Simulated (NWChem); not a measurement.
Species: CH2BrF; SMILES FCBr

Results from NWChem. Pople sets run with spherical d functions. All runs use the structure optimised with B3LYP/6-31G* (spherical d). LC-ωPBE (HJS hole) with 6-31G*; x = 1 − exp(−ω/0.25 bohr⁻¹) is a scale chosen for this fit.

```
row           x  −ε(HOMO) (eV)
--------  -----  -------------
ω = 0.05  0.181           7.53
ω = 0.15  0.451       withheld
ω = 0.20  0.551           9.48
ω = 0.30  0.699          10.38
ω = 0.40  0.798          11.00
```

Fit a straight line of the last column on the one before it, predict the withheld value, and compare with the run.


1. Means of the 4 shown rows: x = 0.5573, y = 9.598. Slope Σ(x − x̄)(y − ȳ)/Σ(x − x̄)² = 1.227/0.2197 = 5.587; intercept 6.484.
2. The shown rows scatter about the line by 0.053 (root mean square); the largest residual is -0.08, at ω = 0.20.
3. At x = 0.451 (ω = 0.15; inside the shown range) the line gives 9.00.
4. The run gives 8.92, -0.08 from the line, 1.5 times the scatter.
